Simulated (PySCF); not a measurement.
**Telling isomers of C₄H₈N₂Si apart by NMR**

PySCF calculation with shieldings: GIAO PBE0/pcSseg-1 and GFN2-xTB structure; fast rotation and ring inversion assumed for equivalent nuclei, one computed conformer, no solvent model, relativity neglected.

δ = σ(ref) − σ, references computed at the same level: TMS for 1H (σ = 31.72 ppm) and 13C (σ = 186.93 ppm). Where no couplings were computed, multiplicities follow the n + 1 count of equivalent neighbours, and m marks all less simple cases (inequivalent or close neighbours, rings, F or P nearby). Shifts are as computed. Against solution values, carbons near 30 ppm lie about +3 ppm off and those near 130 ppm about +5 ppm. Of 1211 compounds with measured shifts, 218 miss one by over three times the rms of a fit or turn the order of signals round; such compounds aren't used in these exercises. OH and NH positions are gas-phase values without hydrogen bonding to other molecules.

(1) Tabulate the signals of `Cc1cncn1[SiH3]`, `C[SiH2]/N=C(/C)C#N`, `Cc1ccn([SiH3])n1`, `N[SiH2]n1cccc1` and their relative energies.

(2) What is the quickest way to tell C[SiH2]/N=C(/C)C#N from N[SiH2]n1cccc1?

(3) What is the quickest way to tell Cc1cncn1[SiH3] from Cc1ccn([SiH3])n1?

(4) What is the quickest way to tell Cc1cncn1[SiH3] from C[SiH2]/N=C(/C)C#N?

Answers

(1) 
```tsv
SMILES	carbon types	δC	δH	E rel. (kcal/mol)
Cc1cncn1[SiH3]	1×C 2×CH 1×CH3	144.4, 136.6, 134.4, 12.3	7.20 (m, 1H), 7.15 (m, 1H), 5.03 (s, 3H), 2.48 (s, 3H)	15.1
C[SiH2]/N=C(/C)C#N	2×C 2×CH3	156.3, 115.3, 35.5, -3.6	5.23 (q, 2H), 2.48 (s, 3H), 0.38 (t, 3H)	33.7
Cc1ccn([SiH3])n1	1×C 2×CH 1×CH3	158.6, 140.5, 113.0, 15.9	7.44 (m, 1H), 6.25 (m, 1H), 5.09 (s, 3H), 2.53 (s, 3H)	25.3
N[SiH2]n1cccc1	4×CH	125.8, 117.6	6.93 (m, 2H), 6.64 (m, 2H), 5.56 (s, 2H), 0.45 (br s, 2H)	0.0
```

Energies are electronic energies at PBE0/pcSseg-1 on these geometries, without zero-point or thermal terms, each for the one conformer computed, which needn't be the lowest.

(2) Count the carbon signals: 4 against 2. The first has a C=N carbon (C) at 156.3 ppm, the second an aromatic CH next to a ring nitrogen at 125.8 ppm. In the proton spectra the most deshielded non-exchanging signals are 5.23 (q, 2H) and 6.93 (m, 2H).

(3) Both give the same number of carbon signals, with the same numbers of each carbon type, so the positions decide. The first has a substituted aromatic carbon next to a ring nitrogen (C) at 134.4 ppm, the second a substituted aromatic carbon next to a ring nitrogen (C) at 158.6 ppm. Their most deshielded carbons lie at 144.4 and 158.6 ppm.

(4) Both give the same number of carbon signals, but DEPT or the intensities differ. The first has an aromatic CH between two ring heteroatoms at 144.4 ppm, the second a methyl carbon (CH3) at 35.5 ppm. Their most deshielded carbons lie at 144.4 and 156.3 ppm. In the proton spectra the most deshielded non-exchanging signals are 7.20 (m, 1H) and 5.23 (q, 2H).
